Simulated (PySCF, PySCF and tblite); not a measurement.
A run on one conformer of C8H14O, numbered as in [CH3:1][CH2:2][O:3][C@@H:4]1[CH2:5][CH2:6][C@H:7]2[CH2:8][C@@H:9]12, from an ensemble study. The sound level was KT2/6-31G* on GFN2-xTB geometries.

Input:

```
{"job": {"xc": "KT2", "basis": "6-31G*", "kind": "nmr", "pop": false}, "charge": 0, "multiplicity": 1}
C      3.350300     0.666300     0.234400
C      2.203900    -0.333300     0.238200
O      1.104000     0.229000    -0.430500
C     -0.049300    -0.616100    -0.439400
C     -0.938100    -0.235300    -1.619200
C     -1.858900     0.875800    -1.094000
C     -2.007300     0.587100     0.369500
C     -2.325100    -0.788700     0.897600
C     -0.893800    -0.333200     0.781600
H      4.219300     0.269900     0.749500
H      3.612100     0.927800    -0.794300
H      3.033300     1.594800     0.730700
H      2.517400    -1.252600    -0.254100
H      1.943600    -0.580400     1.278700
H      0.241800    -1.668700    -0.495300
H     -1.554500    -1.091000    -1.911000
H     -0.366200     0.103100    -2.496100
H     -2.818600     0.882300    -1.609500
H     -1.377900     1.857700    -1.216100
H     -2.233700     1.450500     0.984600
H     -2.763600    -0.860900     1.891200
H     -2.702200    -1.539400     0.204500
H     -0.341200    -0.117900     1.698900
```

Command: OMP_NUM_THREADS=1 python ens_run.py task.json out

Output:

```
coarse grid: 18456 points
cycle   1  E = -395.0875200194  dE =  1.031e+00  |g| = 8.002e-01  |ddm| = 4.264e+00
cycle   2  E = -394.7781503521  dE =  3.094e-01  |g| = 1.429e+00  |ddm| = 3.035e+00
cycle   3  E = -395.2352228200  dE = -4.571e-01  |g| = 1.918e-01  |ddm| = 2.290e+00
cycle   4  E = -395.2427427250  dE = -7.520e-03  |g| = 6.584e-02  |ddm| = 2.688e-01
cycle   5  E = -395.2436803861  dE = -9.377e-04  |g| = 1.366e-02  |ddm| = 8.509e-02
cycle   6  E = -395.2437176098  dE = -3.722e-05  |g| = 5.745e-03  |ddm| = 2.226e-02
cycle   7  E = -395.2437258686  dE = -8.259e-06  |g| = 8.457e-04  |ddm| = 6.742e-03
final grid: 176080 points
cycle   8  E = -395.0805807641  dE = -2.102e-04  |g| = 1.442e-02  |ddm| = 6.687e-02
cycle   9  E = -395.0804945416  dE =  8.622e-05  |g| = 2.405e-02  |ddm| = 4.590e-02
cycle  10  E = -395.0806286145  dE = -1.341e-04  |g| = 2.743e-03  |ddm| = 3.128e-02
cycle  11  E = -395.0806302525  dE = -1.638e-06  |g| = 4.709e-04  |ddm| = 3.169e-03
cycle  12  E = -395.0806303012  dE = -4.868e-08  |g| = 1.271e-04  |ddm| = 6.735e-04
cycle  13  E = -395.0806303045  dE = -3.280e-09  |g| = 4.762e-05  |ddm| = 1.837e-04
cycle  14  E = -395.0806303050  dE = -5.762e-10  |g| = 7.161e-06  |ddm| = 5.899e-05
converged SCF energy = -395.0806303050

GIAO shielding tensors (ppm)
atom      isotropic    diamagn.    paramagn.     s11        s22        s33       span
  0 C      177.136     249.821     -72.685    162.973    174.927    193.509     30.536
  1 C      130.816     242.801    -111.985     96.848    120.633    174.968     78.120
  2 O      261.626     392.020    -130.395    220.396    248.501    315.980     95.584
  3 C      113.790     240.384    -126.593     93.175    100.167    148.029     54.854
  4 C      162.516     249.680     -87.164    137.621    164.457    185.470     47.850
  5 C      165.635     247.753     -82.118    146.057    169.595    181.252     35.194
  6 C      175.296     255.526     -80.230    140.750    166.454    218.684     77.934
  7 C      184.001     257.835     -73.834    168.178    178.711    205.114     36.937
  8 C      170.465     248.177     -77.712    138.573    159.922    212.901     74.328
  9 H       31.382      28.951       2.432     27.643     28.800     37.705     10.061
 10 H       30.872      29.796       1.076     27.196     29.379     36.042      8.845
 11 H       30.803      30.328       0.475     26.892     29.966     35.550      8.658
 12 H       28.815      30.436      -1.621     24.382     28.435     33.628      9.247
 13 H       28.298      30.925      -2.627     23.119     29.068     32.707      9.588
 14 H       28.375      31.048      -2.673     24.975     28.531     31.619      6.644
 15 H       30.807      31.728      -0.921     26.892     28.105     37.425     10.533
 16 H       30.196      30.694      -0.498     25.802     28.661     36.125     10.323
 17 H       30.452      29.548       0.904     25.852     28.031     37.475     11.623
 18 H       29.969      31.110      -1.141     25.610     27.559     36.739     11.129
 19 H       30.787      31.917      -1.130     24.304     27.644     40.412     16.109
 20 H       31.439      30.295       1.144     25.819     27.203     41.294     15.475
 21 H       31.909      32.155      -0.245     25.506     31.033     39.189     13.683
 22 H       30.534      31.870      -1.336     23.504     29.596     38.502     14.998
```

Q: What is wrong with this calculation, and what did it do to the result?

A: The setting at fault: geometries not relaxed beyond the force field. The run converged. Shieldings averaged over the conformers (ppm), as run and sound:
```csv
atoms,as run,sound
C1,177.2,178.1
C2,130.7,129.8
O3,261.0,259.1
C4,113.7,111.0
C5,162.9,165.5
C6,165.6,166.3
C7,175.2,174.5
C8,184.2,186.1
C9,170.5,170.9
H1,31.0,31.2
H2b,28.8,28.6
H2a,28.4,28.5
H4,28.4,28.1
H5b,30.8,30.9
H5a,30.2,30.5
H6b,30.4,30.5
H6a,30.0,30.2
H7,30.8,30.8
H8a,31.5,31.9
H8b,31.9,32.5
H9,30.6,30.7
```
